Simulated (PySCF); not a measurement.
Below is a simulated gas-phase Si 2p photoelectron spectrum of `N#C[SiH](C#N)C#N`.

Every computed line was given a Gaussian of 0.5 eV full width at half maximum and an area set by the number of equivalent atoms (split 2:1 within a doublet); the highest printed point is 100. Level of theory: delta-SCF UKS SCAN, pcX-2 on the ionised atom, pcseg-1 elsewhere, spin-free X2C (PySCF 2.14.0).

```csv
binding energy (eV),intensity
109.7,1
109.8,2
109.9,7
110.0,19
110.1,40
110.2,68
110.3,92
110.4,100
110.5,89
110.6,68
110.7,50
110.8,45
110.9,49
111.0,51
111.1,46
111.2,34
111.3,20
111.4,9
111.5,4
111.6,1
111.7,0
```

Q: Count the maxima, the lines and the sites behind this envelope.

A: The curve has 2 maxima (at 110.4 and 111.0 eV). Under it lie 2 lines from 1 inequivalent silicon site, drawn as a 2p3/2, 2p1/2 pair.

Q: Decompose the envelope and assign each component. Numbering: `[N:1]#[C:2][SiH:3]([C:4]#[N:5])[C:6]#[N:7]`.

A: 
| position (eV) | relative area | line | atoms | environment |
| --- | --- | --- | --- | --- |
| 110.39 | 0.67 | Si 2p3/2 | Si3 | SiH silicon |
| 111.01 | 0.33 | Si 2p1/2 | Si3 | SiH silicon |

The curve has no shake-up lines and no vibrational structure. The 2p values add to the ΔSCF energy of one spin-free hole a correction within the shell (spin–orbit coupling, ligand field). 2p1/2 minus 2p3/2 (ligand field included): Si 0.63 eV. Geometry: GFN2-xTB; no solvent, vibrations or thermal averaging.
